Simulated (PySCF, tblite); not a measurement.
C₅H₁₅NOSi₂.
Cartesian coordinates in Å at the GFN2-xTB level; atoms count from 1:
```
atom  x, y, z in Å
C1     2.8475    0.5934   -2.4000
C2     1.8457   -0.3538   -1.7393
C3     1.0605    0.3438   -0.6722
C4     1.0822    0.0210    0.6115
C5     0.2821    0.6916    1.6732
Si6   -1.2501   -0.3542    2.1143
O7    -0.6431   -1.7318    2.7355
N8    -2.2204   -0.7380    0.7279
Si9   -3.1863    0.3381   -0.2212
H10    3.4224    0.0731   -3.1631
H11    3.5362    0.9889   -1.6568
H12    2.3301    1.4292   -2.8661
H13    2.3766   -1.2051   -1.3079
H14    1.1606   -0.7328   -2.5043
H15    0.4627    1.1820   -1.0091
H16    1.6787   -0.8188    0.9444
H17    0.8943    0.8349    2.5627
H18   -0.0476    1.6723    1.3310
H19   -2.1324    0.3211    3.0645
H20   -1.2222   -2.4540    2.9635
H21   -1.9025   -1.5546    0.2288
H22   -3.9472   -0.5255   -1.1268
H23   -2.3926    1.2990   -0.9980
H24   -4.0471    1.0584    0.7151
```

The calculation used PBE0/pcSseg-1 in PySCF (dipole) on a GFN2-xTB geometry, gas phase.

Masses are those of the commonest isotopes; rigid-rotor values at the optimised geometry. The values belong to one conformer with, in the numbering `[CH3:1][CH2:2]/[CH:3]=[CH:4]/[CH2:5][Si@H:6]([OH:7])[NH:8][SiH3:9]`, C1–C2–C3–C4 -117°, C3–C4–C5–Si6 101°, C4–C5–Si6–O7 64°, C5–Si6–O7–H -175°, C5–Si6–N8–Si9 -69°.

Q: Give the principal moments of inertia and the rotational constants in GHz.

A: Ia = 371.43, Ib = 836.42, Ic = 1078.29 u·Å²; 505379 MHz·u·Å²/I gives 1361, 604.2 and 468.7 MHz, that is A = 1.3606, B = 0.6042, C = 0.4687 GHz.

Q: Classify the top.

A: An asymmetric top; Ray's κ = -0.696.

Q: What does the inertial defect say?

A: Not planar: Δ = Ic − Ia − Ib = -129.57 u·Å². For a rigid frame Δ = −2 Σ m c², so Σ m c² = 64.79 u·Å² lies off the ab plane: 21.40 from hydrogen and 43.39 from heavier atoms. The atom farthest from that plane is 2.01 Å away.

Q: Where do the levels up to J = 3 lie, in K?

A: Above 0(0,0), as E/k:
J = 1: 1(0,1) 0.051, 1(1,1) 0.088, 1(1,0) 0.094
J = 2: 2(0,2) 0.154, 2(1,2) 0.184, 2(1,1) 0.204, 2(2,1) 0.313, 2(2,0) 0.313
J = 3: 3(0,3) 0.305, 3(1,3) 0.329, 3(1,2) 0.367, 3(2,2) 0.467, 3(2,1) 0.471, 3(3,1) 0.665, 3(3,0) 0.665
Those of J = 1 are B + C, A + C and A + B.

Q: Which lines would a microwave search look for?

A: The dipole components are |μa| = 0.38 D, |μb| = 0.30 D, |μc| = 1.10 D. Intensities carry the squares of the components, which stand as 0.12 : 0.07 : 1.00 (a : b : c). Some lines, for components of 0.1 D or more:

```
type  branch         J(Ka,Kc)   MHz  lower level (cm⁻¹)
   a       Q  2(1,1) ← 2(1,2)   407               0.128
   c       Q  2(1,2) ← 2(0,2)   638               0.107
   c       Q  1(1,1) ← 1(0,1)   756               0.036
   b       Q  1(1,0) ← 1(0,1)   892               0.036
   b       Q  2(1,1) ← 2(0,2)  1044               0.107
   a       R  1(0,1) ← 0(0,0)  1073               0.000
   b       R  2(0,2) ← 1(1,1)  1373               0.061
   b       R  1(1,1) ← 0(0,0)  1829               0.000
   c       R  1(1,0) ← 0(0,0)  1965               0.000
   a       R  2(1,2) ← 1(1,1)  2010               0.061
   a       R  2(0,2) ← 1(0,1)  2129               0.036
   c       Q  2(2,1) ← 2(1,1)  2269               0.142
   a       R  2(1,1) ← 1(1,0)  2281               0.066
   b       Q  2(2,0) ← 2(1,1)  2286               0.142
   b       Q  2(2,1) ← 2(1,2)  2676               0.128
   b       R  2(1,2) ← 1(0,1)  2767               0.036
   c       R  2(1,1) ← 1(0,1)  3173               0.036
   b       R  2(2,1) ← 1(1,0)  4551               0.066
   c       R  2(2,0) ← 1(1,0)  4567               0.066
   c       R  2(2,1) ← 1(1,1)  4686               0.061
   b       R  2(2,0) ← 1(1,1)  4703               0.061
```

Q: Estimate the classical rotational partition function at 50 K, 100 K and 200 K.

A: Point group C1, symmetry number σ = 1; q = (√π/σ)·√((kT/h)³/(ABC)), k/h = 20836.6 MHz/K: 96000 at 50 K, 272000 at 100 K, 768000 at 200 K.

Its GFN2-xTB frequencies are all real (lowest 24 cm⁻¹). Constants of a rigid frame at the computed geometry: no zero-point averaging, no centrifugal distortion. A rigid rotor knows nothing of inversion at nitrogen or internal rotation, which can split or shift real lines. Quadrupole hyperfine structure (14N) is left out.
